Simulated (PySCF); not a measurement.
# Dipole polarisabilities along the 5d series, charge +1

Calculated with PySCF 2.14 for the ground configurations, without spin-orbit coupling: coupled response for Hartree-Fock and DFT. Mean α in bohr³, C₆ of like pairs in atomic units.

```
                                                  species  α UHF  α PBE  α PBE0  C₆ UHF  C₆ PBE  C₆ PBE0
 W+ [Xe] 4f14 5d4 6s1 (aug-cc-pVQZ-PP with ECP60MDF, ECP)  44.27  35.00   36.38   389.5   299.5    311.9
Re+ [Xe] 4f14 5d5 6s1 (aug-cc-pVQZ-PP with ECP60MDF, ECP)  37.73  30.14   31.27   322.4   254.1    263.3
Os+ [Xe] 4f14 5d6 6s1 (aug-cc-pVQZ-PP with ECP60MDF, ECP)  33.86  27.33   28.22   279.9   227.7    234.1
    Pt+ [Xe] 4f14 5d9 (aug-cc-pVQZ-PP with ECP60MDF, ECP)  14.77  17.16   16.17   108.8   130.1    121.5
```

The values depend on the diffuse functions of the basis.
